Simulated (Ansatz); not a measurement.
The same path of BrF₄HHf (7 atoms, charge 0, multiplicity 1) was run 3 times with different band settings. Lost on the way: Br6–H7. Made: F2–H7.

Computed with RKS BHLYP-D4/def2-SVP in Ansatz 0.2.0.

Relaxed end points:

```xyz
7
Properties=species:S:1:pos:R:3
Hf 0.072 0.000 -0.027
F 0.256 0.000 1.884
F 1.874 0.000 -0.623
F -0.651 1.596 -0.782
F -0.651 -1.596 -0.782
Br -2.831 0.000 1.280
H -2.203 0.000 2.552
```

```xyz
7
Properties=species:S:1:pos:R:3
Hf -0.435 0.000 -0.107
F -0.113 0.000 2.192
F 1.446 0.000 0.192
F -0.633 1.528 -1.199
F -0.633 -1.528 -1.199
Br -2.771 0.000 1.097
H -0.995 0.000 2.526
```

Common settings: climbing image yes; spring 5.0 eV/Å²; optimiser quadratic models (default); start path through a guess of the saddle point; iteration limit 60; end points relaxed.

| run | movable images | force threshold |
| --- | --- | --- |
| 1 | 7 | 0.03 eV/Å |
| 2 | 7 | 0.2 eV/Å |
| 3 | 1 | 0.03 eV/Å |

(1) What does each run give, and how far can it be trusted?

Answers

(1) Run 1: converged after 9 iterations, highest image 0.485 eV above the first end. A vibrational analysis at the climbing image gives one clearly imaginary mode, 767i cm⁻¹: a first-order saddle point.
Run 2: converged after 7 iterations, highest image 0.486 eV above the first end. The threshold of 0.2 eV/Å is loose, so the images may lie well off the minimum-energy path. Another band between the same ends (7 images) ends at a top of the same energy, where a vibrational analysis finds 1 clearly imaginary mode.
Run 3: converged after 11 iterations, highest image 0.485 eV above the first end. Another band between the same ends (7 images) ends at a top of the same energy, where a vibrational analysis finds 1 clearly imaginary mode. So few images can step over the top or miss a turn of the path.
The orbitals stay closed-shell, which can raise the energy where a bond breaks towards radicals; this wasn't checked here.
